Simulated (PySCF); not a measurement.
# `CC[Si@@H]1[SiH2][SiH2][C@@H]1F`, C3H11FSi3

Geometry:
```csv
atom,x (Å),y (Å),z (Å)
C1,1.994,-0.575,0.604
C2,1.753,-0.196,-0.852
Si3,0.018,0.538,-1.141
Si4,-0.880,1.799,0.625
Si5,-2.119,-0.161,0.964
C6,-1.353,-0.800,-0.717
F7,-0.854,-2.102,-0.628
H8,1.916,0.298,1.251
H9,1.264,-1.311,0.931
H10,2.987,-1.004,0.734
H11,2.513,0.521,-1.170
H12,1.883,-1.085,-1.473
H13,-0.067,0.933,-2.559
H14,-1.640,3.005,0.269
H15,-0.001,2.261,1.710
H16,-1.726,-1.083,2.032
H17,-3.585,-0.178,0.915
H18,-2.112,-0.854,-1.507
```

The calculation used TDDFT LC-wPBE/def2-SVPD circular dichroism and optical rotation, one conformer, gas phase in PySCF 2.14.0. Geometry: GFN2-xTB.

The molecule is flexible and this is one conformer; a measurement averages over conformers.

What are the CIP labels of the stereocentres?

Si3 S, C6 S.

List the lowest 16 singlet excitations with oscillator and rotatory strengths.

Rotatory strengths R in 10⁻⁴⁰ esu² cm², velocity form and length form (origin at the centre of mass); f in length form.
| state | E (eV) | λ (nm) | f | R (velocity) | R (length) | main |
| --- | --- | --- | --- | --- | --- | --- |
| 1 | 5.32 | 233 | 0.0005 | +0.7 | +0.6 | HOMO→LUMO 0.92 |
| 2 | 5.85 | 212 | 0.0008 | +4.3 | +3.9 | HOMO−1→LUMO 0.90 |
| 3 | 6.04 | 205 | 0.010 | +2.9 | +2.9 | HOMO−2→LUMO 0.93 |
| 4 | 6.50 | 191 | 0.136 | -34.0 | -34.2 | HOMO→LUMO+1 0.42, HOMO−1→LUMO+1 0.42 |
| 5 | 6.92 | 179 | 0.109 | +2.1 | +3.1 | HOMO−1→LUMO+1 0.43, HOMO→LUMO+1 0.41 |
| 6 | 7.15 | 173 | 0.012 | +4.2 | +4.2 | HOMO−2→LUMO+1 0.76 |
| 7 | 7.47 | 166 | 0.135 | +11.0 | +10.4 | HOMO→LUMO+2 0.61 |
| 8 | 7.54 | 164 | 0.126 | -79.2 | -77.6 | HOMO−2→LUMO+2 0.50 |
| 9 | 7.61 | 163 | 0.097 | +3.0 | +2.2 | HOMO−3→LUMO 0.77 |
| 10 | 7.81 | 159 | 0.0006 | +0.1 | 0.0 | HOMO→LUMO+3 0.64, HOMO−2→LUMO+2 0.14 |
| 11 | 7.99 | 155 | 0.032 | +8.1 | +7.5 | HOMO−1→LUMO+3 0.35, HOMO−1→LUMO+4 0.24 |
| 12 | 8.02 | 155 | 0.015 | +30.7 | +30.3 | HOMO−3→LUMO+1 0.33, HOMO−2→LUMO+3 0.12 |
| 13 | 8.04 | 154 | 0.028 | +51.8 | +50.2 | HOMO−1→LUMO+2 0.44, HOMO−3→LUMO+1 0.19 |
| 14 | 8.15 | 152 | 0.032 | +33.8 | +33.4 | HOMO−2→LUMO+3 0.19, HOMO−1→LUMO+2 0.19 |
| 15 | 8.32 | 149 | 0.041 | +44.2 | +42.2 | HOMO→LUMO+4 0.19, HOMO−1→LUMO+3 0.18 |
| 16 | 8.44 | 147 | 0.070 | -23.4 | -23.1 | HOMO−6→LUMO 0.12, HOMO→LUMO+8 0.11 |

Among the states computed, the strongest CD band (largest |R|) is state 8. The largest dissymmetry factor in size, g = 4R/(D+G), with D and G the electric and magnetic dipole strengths, is +0.035 for state 2 (velocity form, f = 0.001), among bands with |R| over 0.5. The mirror image has the same energies and oscillator strengths and all R with the opposite sign.
